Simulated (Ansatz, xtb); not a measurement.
**A geometry optimisation of C2H3BF2O2 with r2SCAN-D4/def2-SVP**

The starting geometry of this gas-phase singlet was built from a drawn formula by distance geometry and a force field; its bonds are those of `O=COCB(F)F`.

```yaml
atoms:
  - { symbol: C, position_ang: [2.0170, -1.4953, -0.0406] }
  - { symbol: C, position_ang: [-0.2003, -0.9926, 0.8804] }
  - { symbol: B, position_ang: [-0.9220, -0.8190, 2.3451] }
  - { symbol: F, position_ang: [-2.0033, -1.6539, 2.7055] }
  - { symbol: F, position_ang: [-0.3664, 0.1943, 3.2027] }
  - { symbol: O, position_ang: [1.5751, -1.4560, -1.2174] }
  - { symbol: O, position_ang: [1.1419, -1.3602, 1.0090] }
  - { symbol: H, position_ang: [3.0628, -1.7761, 0.1151] }
  - { symbol: H, position_ang: [-0.3119, -0.0263, 0.3091] }
  - { symbol: H, position_ang: [-0.7309, -1.7817, 0.2935] }
```

Task: Where would you expect an optimisation with r2SCAN-D4/def2-SVP to take it?

Result: It keeps its bonds, and is `O=COCB(F)F`.

The energy falls by 1.18 eV over 22 steps:

```json
{"step": "1", "E − E(last) (eV)": "1.181"}
{"step": "3", "E − E(last) (eV)": "0.397"}
{"step": "6", "E − E(last) (eV)": "0.039"}
{"step": "8", "E − E(last) (eV)": "0.020"}
{"step": "10", "E − E(last) (eV)": "0.007"}
{"step": "13", "E − E(last) (eV)": "0.000"}
{"step": "15", "E − E(last) (eV)": "0.000"}
{"step": "17", "E − E(last) (eV)": "0.000"}
{"step": "20", "E − E(last) (eV)": "0.000"}
{"step": "22", "E − E(last) (eV)": "0.000"}
```

Final geometry (Å):

```xyz
10

C     1.9283   -1.3859   -0.0825
C    -0.1752   -1.1021    0.9140
B    -0.8479   -0.8119    2.2986
F    -2.1661   -0.7313    2.3682
F    -0.1594   -0.6421    3.4074
O     1.4332   -1.5642   -1.1622
O     1.2511   -1.1432    1.0501
H     3.0159   -1.3943    0.1448
H    -0.4690   -0.3374    0.1708
H    -0.5489   -2.0544    0.4933
```

From the same start GFN2-xTB ends elsewhere, differing in B3–O6 (1.69 against 4.21 Å here).

The end wasn't checked by frequencies. Run with Ansatz 0.2.0, 76 s on 2 threads of Intel(R) Xeon(R) Processor @ 2.70GHz (shared host).
